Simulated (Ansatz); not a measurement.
C₃H₁₃NSi₂, SMILES C[SiH2]N[C@H](C)[SiH3].

The structure is a stationary point at B3LYP-D3(BJ)/def2-SVP. The structure was generated by enumeration; whether it is a known compound was not checked. Other conformers were not sampled.

Two levels are set side by side: PBE/def2-SVPD (Ansatz, a quantum-chemistry and plane-wave program) and CAM-B3LYP/def2-SVPD (Ansatz). Energy differences of separate SCF runs at the same geometry; the states with an electron removed or added have multiplicity 2 and 2. Differences are taken from unrounded values.

```json
[
 {"quantity": "vertical ionisation energy (eV)", "CAM-B3LYP": "8.70"},
 {"quantity": "vertical singlet–triplet gap (eV)", "CAM-B3LYP": "5.78"}
]
```

### Question
What does PBE give, and how far is it from CAM-B3LYP? (An estimate is asked for; the answer gives what the named calculation found.)

### Answer

```csv
quantity,PBE,PBE minus CAM-B3LYP
vertical ionisation energy (eV),8.37,-0.34
vertical singlet–triplet gap (eV),5.14,-0.64
```
